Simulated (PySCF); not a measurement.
# Chromium: a sound run and one with changed settings

Sound run: Cr⁺ [Ar] 3d5, Cr²⁺ [Ar] 3d4. Calculation: PySCF 2.14, in jorge-DZP-DKH (8s6p2d1f, 43 functions); scalar relativity by spin-free X2C-1e. In the sound run the correlated levels freeze [Ar]. The sound run starts from symmetry-adapted Hartree-Fock orbitals and uses a fine grid where one is needed.

Changed run: the non-relativistic Hamiltonian (point nucleus). This setting is unsound on purpose.

```json
{"species": "Cr⁺", "method": "UHF", "sound run (hartree)": "-1049.39206", "changed run (hartree)": "-1041.67510", "converged": "yes"}
{"species": "Cr⁺", "method": "r2SCAN", "sound run (hartree)": "-1050.44719", "changed run (hartree)": "-1042.70794", "converged": "yes"}
{"species": "Cr⁺", "method": "LDA", "sound run (hartree)": "-1048.16318", "changed run (hartree)": "-1040.48192", "converged": "yes"}
{"species": "Cr⁺", "method": "MP2", "sound run (hartree)": "-1049.43971", "changed run (hartree)": "-1041.72214", "converged": "yes"}
{"species": "Cr²⁺", "method": "UHF", "sound run (hartree)": "-1048.83855", "changed run (hartree)": "-1041.11712", "converged": "yes"}
{"species": "Cr²⁺", "method": "r2SCAN", "sound run (hartree)": "-1049.82626", "changed run (hartree)": "-1042.08300", "converged": "yes"}
{"species": "Cr²⁺", "method": "LDA", "sound run (hartree)": "-1047.51876", "changed run (hartree)": "-1039.83380", "converged": "yes"}
{"species": "Cr²⁺", "method": "MP2", "sound run (hartree)": "-1048.85933", "changed run (hartree)": "-1041.13766", "converged": "yes"}
```

Ionisation energy of Cr⁺:

| method | sound run (eV) | changed run (eV) |
| --- | --- | --- |
| UHF | 15.062 | 15.183 |
| r2SCAN | 16.896 | 17.005 |
| LDA | 17.536 | 17.636 |
| MP2 | 15.793 | 15.905 |
| SCS-MP2 | 15.305 | 15.424 |

Most of the change in total energy is the relativistic energy itself. On top of that the contraction fixes the core shape for the Hamiltonian it was made with, so the changed run is not a good calculation with the other Hamiltonian either.

For comparison, NIST gives 16.486 eV between the lowest levels.
